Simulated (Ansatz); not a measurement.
`C[Si](F)(Cl)[SeH]` + H₂ → H₂Se + `C[SiH](F)Cl` at 400 K and 1 bar (hydrogenolysis of the Se–Si bond).

Computed with Ansatz on PBE0-D4/def2-TZVP structures; ΔE is electronic, products minus reactants. CBS: MP2 limit from def2 TZ/QZ plus the TZ coupled-cluster correction, frozen cores. This one scheme is used for every species. For Se outer-core shells are correlated without core-valence functions, which leaves a few kJ/mol of doubt a bond. Scalar relativity is left out up to krypton. Each species was taken in one conformer, which may not be the lowest.

```tsv
species	CCSD(T)/CBS energy (Eh)	H − E (kJ/mol)	S (J/(mol·K))
`C[Si](F)(Cl)[SeH]`	-3289.98488	168.0	410.1
H₂	-1.17544	38.0	139.0
H₂Se	-2401.89790	49.4	229.5
`C[SiH](F)Cl`	-889.24457	158.9	345.5
```

H − E and S are ideal-gas, rigid-rotor, harmonic terms from PBE0-D4/def2-TZVP, for one conformer and one mirror image of each species. The MP2-based limit puts H₂ 0.8 mEh under its directly extrapolated value; such offsets cancel only in part. 1 Eh = 2625.50 kJ/mol, R = 8.31446 J/(mol·K).

Question: By hand: ΔE, ΔH, ΔS and ΔG.

Answer: ΔE = (-2401.89790) + (-889.24457) − (-3289.98488) − (-1.17544) = 0.01785 Eh = 46.9 kJ/mol. Δ(H − E) = 49.4 + 158.9 − 168.0 − 38.0 = 2.3, so ΔH = 49.2 kJ/mol. ΔS = 229.5 + 345.5 − 410.1 − 139.0 = 25.9 J/(mol·K). ΔG = 49.2 − 400 × (25.9)/1000 = 38.8 kJ/mol.

Question: By hand: the equilibrium constant, and the temperature at which ΔG would vanish if ΔH and ΔS stayed fixed.

Answer: log₁₀ K = −ΔG/(RT ln 10) = -5.1. ΔG = 0 at ΔH/ΔS = 1900 K.

ΔH outweighs TΔS. A doubt of 5 kJ/mol in ΔE shifts log₁₀ K by 0.7 here. Other conformers and mirror images would add mixing entropy, several J/(mol·K) or more a flexible species. These are equilibria of isolated gas molecules and say nothing of rates. Largest T1 diagnostic: 0.010 (customary marks: 0.02 for closed shells, 0.045 for open ones).
